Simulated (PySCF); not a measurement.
## r2SCAN on As²⁺ (arsenic, charge +2)

Configuration: [Ar] 3d10 4s2 4p1, 2P determinant. All numbers are calculated (PySCF 2.14, scalar relativity through the core potential, in aug-cc-pwCVDZ-PP with ECP10MDF).

| Quantity | Value |
| --- | --- |
| Total energy | -331.2349 hartree |
| One-electron energy | -569.2177 hartree |
| Hartree (Coulomb) energy | 264.1287 hartree |
| Exchange-correlation energy | -26.1459 hartree |
| ⟨S²⟩ | 0.7540 |
| ⟨L²⟩ | 2.013 |
| Sum of ⟨r⟩ | 17.40 bohr |
| Sum of ⟨r²⟩ | 21.84 bohr² |
| Traceless quadrupole moment −½Σ⟨3z² − r²⟩ along its main axis | -2.04 e·bohr² |

```csv
shell,electrons,mean orbital energy (hartree),spread (hartree),"rms radius, mean of both spins (bohr)"
3s α,1,-7.75502,0,0.643
3s β,1,-7.75265,0,0.643
3p α,3,-5.84992,0.01777,0.670
3p β,3,-5.84716,0.02355,0.670
3d α,5,-2.32059,0.01504,0.749
3d β,5,-2.31532,0.02418,0.749
4s α,1,-1.25747,0,1.93
4s β,1,-1.21608,0,1.93
4p α,1,-0.86709,0,2.29
```

Energies and moments cover only the electrons outside the core potential.
